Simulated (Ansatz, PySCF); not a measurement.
Here is a job for PySCF.
```python
from pyscf import gto, scf, dft

mol = gto.M(
    atom='''
Si   -0.006391   -0.001951    0.085235
H     0.045667    1.283842   -0.567511
H     0.043812   -1.256535   -0.625785
''',
    basis='sto-3g',
    charge=0,
    spin=2,
    verbose=4,
)

mf = dft.UKS(mol)
mf.xc = 'bhandhlyp'
mf.grids.atom_grid = (99, 590)
mf.grids.prune = None
mf.kernel()
```

Problem. Write the same job for Ansatz (an electronic-structure program).

Solution. This is not unique; one that fits is 
Ansatz 0.2 input:
```yaml
crystal:
  periodic: [false, false, false]
  atoms:
    - {symbol: Si, position_ang: [-0.00639139, -0.00195053, 0.08523542]}
    - {symbol: H, position_ang: [0.04566728, 1.28384221, -0.56751131]}
    - {symbol: H, position_ang: [0.04381220, -1.25653473, -0.62578461]}
basis:
  gaussian:
    orbitals: STO-3G
hamiltonian:
  xc: {name: BHLYP}
magnetization: {spin_polarized: true, initial_magnetization: 2}
accuracy: high
```

Both were run: PySCF gave -287.173376 Eh and Ansatz -287.173376 Eh, 0.000 mEh apart.
